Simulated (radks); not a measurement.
The numbers below are computed, except where a source is named.
Effect of the nuclear size on neutral thallium, [Hg] 6p1. Code: a radial shooting solver on a logarithmic mesh with Libxc functionals. Model: Dirac Kohn-Sham, LDA (Slater exchange, Perdew-Wang correlation), spin-unpolarised, spherical densities, finite nucleus; open shells fill j = l - 1/2 first; Fermi nuclear charge, rms radius 5.4759 fm. The rms radius is varied about that value; shifts are against it.

rms radius (fm)  total energy shift (eV)  density at nucleus (e/bohr^3)  1s1/2 shift (meV)  2s1/2 shift (meV)  5s1/2 shift (meV)  5p1/2 shift (meV)  6s1/2 shift (meV)  6p1/2 shift (meV)  7s1/2 (empty) shift (meV)
4.5559                             -36.8                      2.716e+06             -14700              -2210              -25.9              0.565              -2.17              0.394                     -0.153
5.2514                             -9.34                      2.557e+06              -3730               -561              -6.58              0.143             -0.550              0.100                     -0.039
5.4759                                 0                      2.512e+06              0.000              0.000              0.000              0.000              0.000              0.000                      0.000
5.7716                              12.6                      2.457e+06               5050                759               8.90             -0.192              0.745             -0.135                      0.052
6.697                               54.6                      2.307e+06              21800               3280               38.5             -0.826               3.22             -0.584                      0.227

Slopes of the eigenvalues against <r^2> in GHz/fm^2, as finite differences over the two radii next to the reference (eigenvalue slopes, not the field-shift constants of lines): 1s1/2 370000, 2s1/2 55700, 5s1/2 653, 5p1/2 -14.1, 6s1/2 54.6, 6p1/2 -9.91, 7s1/2 (empty) 3.85.
